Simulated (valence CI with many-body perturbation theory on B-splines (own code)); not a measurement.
# Tc XXIII: what the settings do

Computed by relativistic CI+MBPT: three valence electrons over a frozen Dirac-Fock core [Ar], radial functions for each j: 6 s, 6 p, 5 d, 5 f, 1 g, with the one-electron correlation potential Σ1 (screened to all orders), the two-electron term Σ2, the three-electron term Σ3, Breit, model QED; selected single and double excitations, second order for the rest, scaled by the run's own slope (own B-spline code, finite nucleus).

No measured levels were compared; by estimate terms of the open shell hold to 2 to 4 % of their energy, and close levels can change places. Only levels of the ground parity were solved; by the run's estimate the other parity begins above the list, which can be wrong where configurations are misplaced.

The reference run has the lowest level 3d3 4F_3/2 and an ionisation energy of 1033.23 eV. Its largest variational space holds 2221 state functions.

Names give the largest LS component (configuration and term), which can be under half, so a name can repeat, a term be missing and a line seem to break the LS rules; names also repeat where a configuration has a term twice. Letters in brackets count levels of one name in rising energy.

Changed runs:
A. three-electron term on → off
B. QED terms on → off
C. scale of Σ2 1 → 0; scale of Σ1 1 → 0.9
D. box radius (bohr) 4.983 → 1.22 (bad on purpose)

Excitation energies of the reference run in cm⁻¹, and shifts in cm⁻¹:

```tsv
Level	Reference	A	B	C	D
3d3 4F_5/2	19908	-98	-84	-573	+23
3d3 4F_7/2	37591	-88	-134	-710	+27
3d3 4F_9/2	51286	+73	-148	-560	+14
3d3 4P_3/2	62691	-553	-43	+3715	-69
3d3 4P_1/2	70425	-575	-77	+3944	-46
3d3 2G_7/2	88630	+728	-145	+566	-37
3d3 2H_9/2	92474	+146	-150	+188	-42
3d3 4P_5/2	96808	-34	-162	+3318	-5.4
3d3 2D_3/2 [a]	109138	+495	-175	+2783	-29
3d3 2P_1/2	116735	-1536	-186	+3727	-106
3d3 2H_11/2	126285	-62	-194	+221	-66
3d3 2D_5/2 [a]	134634	+1338	-214	+3081	-34
Ionisation energy (eV)	1033.23	-0.024	-0.039	-5.10	-0.18
```
